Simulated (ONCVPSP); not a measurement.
# Configuration tests for tin (Sn) (ONCV)

```json
{
  "Element": "tin (Sn)",
  "Generator": "ONCVPSP 4.0.1",
  "Type": "optimised norm-conserving Vanderbilt (ONCV)",
  "Functional": "LDA (Perdew-Zunger)",
  "Relativity": "scalar-relativistic",
  "Frozen core": "[Ar] 3d10",
  "Valence charge": "22",
  "Reference configuration": "4s2 4p6 4d10 5s1 5p3",
  "Partial waves": "4s+5s: rc 1.35 bohr, ncon 4, nbas 8, qcut 9 1/bohr, 2 projectors; 4p+5p: rc 1.45 bohr, ncon 4, nbas 8, qcut 8.2 1/bohr, 2 projectors; 4d: rc 1.05 bohr, ncon 4, nbas 9, qcut 8.5 1/bohr, 2 projectors, debl 2 Ha; f scattering state at 0.07 Ha: rc 1.15 bohr, ncon 4, nbas 8, qcut 11.1 1/bohr, 2 projectors, debl 2.4 Ha",
  "Local potential": "polynomial inside 0.90 bohr (lpopt 5, dvloc0 0 Ha)",
  "Core correction": "polynomial model core, fcfact 0.6"
}
```

Energies are relative to the spin-unpolarised reference configuration 4s2 4p6 4d10 5s1 5p3; without spin polarisation the order of configurations can differ from experiment.

```csv
valence configuration,charge,ΔE all-electron (eV),error AE − PS (meV)
4s2 4p6 4d10 5s2 5p1,+1,0.024,-1.3
4s2 4p6 4d10 5s2 5p0,+2,14.288,-4.2
```

Question: What are ΔE and the potential's error for 4s2 4p5 4d10 5s2 5p2?

Answer: ΔE = 90.318 eV all-electron; the error (AE − PS) is -116 meV.

Question: What are ΔE and the potential's error for 4s2 4p6 4d10 5s2 5p2?

Answer: ΔE = -7.075 eV all-electron; the error (AE − PS) is 0.0 meV.
